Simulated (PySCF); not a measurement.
**Ionisation energy of V by level of theory**

V [Ar] 3d3 4s2 (4F) → V⁺ [Ar] 3d4 (5D), as a difference of total energies. Calculation: PySCF 2.14, in def2-SVP (5s3p2d1f, 31 functions); the non-relativistic Hamiltonian (point nucleus). Correlated levels: valence: [Ar] frozen. The calculations carry no spin-orbit coupling.

```json
{"method": "UHF", "ionisation energy (eV)": "6.046"}
{"method": "PBE0", "ionisation energy (eV)": "6.205"}
{"method": "TPSS", "ionisation energy (eV)": "6.201"}
{"method": "MP2 (valence)", "ionisation energy (eV)": "6.236"}
{"method": "SCS-MP2 (valence)", "ionisation energy (eV)": "6.646"}
```

Problem. How much does correlation contribute at MP2 (valence)?

Solution. 6.236 − (6.046) = 0.190 eV, measured against UHF.

These non-relativistic numbers lack the scalar-relativistic shift.

Errors of the correlated levels include the incompleteness of this basis and the frozen core.

For comparison: 6.732 eV (measured; NIST levels, between the centres of gravity of the two terms).
